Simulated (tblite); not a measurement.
Compound: C₃H₂ClN₃O.
Geometry (GFN2-xTB, Å), atoms numbered from 1 in this order:
```xyz
10
C3H2ClN3O angstrom
O     -2.087   -0.909   -0.457
C     -0.898   -0.412   -0.206
N     -0.823    0.828    0.283
C      0.398    1.267    0.514
N      1.509    0.587    0.299
C      1.320   -0.629   -0.188
Cl     2.697   -1.563   -0.490
N      0.155   -1.180   -0.459
H     -2.764   -0.253   -0.230
H      0.501    2.268    0.911
```

Level: GFN2-xTB in tblite, geometry and Hessian alike; calculated harmonic values, unscaled, isolated species. Against measured fundamentals such values can be off by several per cent, at times by over 20. One conformer, not necessarily the lowest.

Harmonic wavenumbers (cm⁻¹): 143.3, 175.5, 245.3, 396.4, 414.2, 440.1, 555.6, 565.7, 635.8, 737.1, 771.6, 908.3, 950.8, 1049.8, 1096.5, 1178.8, 1234.2, 1291.6, 1335.9, 1444.0, 1543.3, 1569.3, 3068.1, 3438.8.

A = 3951, B = 1319, C = 988.9 MHz; mass 130.989 u (most abundant isotopes); point group Cs, symmetry number 1.

**Question.** Zero-point energy?

**Answer.** ½Σν̃ = 12595 cm⁻¹ = 150.67 kJ/mol.

**Question.** Give the ideal-gas entropy at 298.15 K and 1 bar in the rigid-rotor, harmonic-oscillator model (classical rotation).

**Answer.** Translation 169.66, rotation 119.35, vibration 50.64: S = 339.6 J/(mol K).

**Question.** And Cp and H(298.15 K) − H(0)?

**Answer.** Cp = 104.11 J/(mol K), of which vibrations give 70.85 (their classical limit is 24 R = 199.5); H(298.15 K) − H(0) = 19.22 kJ/mol without the zero-point energy, 9.30 from vibrations.

**Question.** How do the functions run with temperature in this model?

**Answer.** 
| T (K) | S (J/(mol K)) | Cp (J/(mol K)) | H − H(0) (kJ/mol) | G − H(0) (kJ/mol) | ln q(vib) |
| --- | --- | --- | --- | --- | --- |
| 50 | 230.7 | 37.4 | 1.71 | -9.83 | 0.02 |
| 100 | 260.5 | 50.1 | 3.89 | -22.16 | 0.26 |
| 373.15 | 365.0 | 122.2 | 27.72 | -108.48 | 3.31 |
| 500 | 404.4 | 146.9 | 44.86 | -157.32 | 5.02 |
| 750 | 470.4 | 177.8 | 85.85 | -266.97 | 8.36 |
| 1000 | 524.1 | 194.8 | 132.62 | -391.51 | 11.49 |

q(vib) and H(0) count from the zero-point level.

**Question.** Blend soft modes into free rotors: weight 1/[1 + (100 cm⁻¹/ν̃)⁴] for the oscillator and the rest for a rotor with moment μB/(μ + B), μ = h/(8π²ν), B = 10⁻⁴⁴ kg m². What vibrational entropy results?

**Answer.** 50.45 J/(mol K) in place of 50.64, which changes −T·S at 298.15 K by +0.06 kJ/mol.

Hindered rotation and anharmonicity are outside this model. Other conformers, if any are populated, would add a mixing term that is left out.
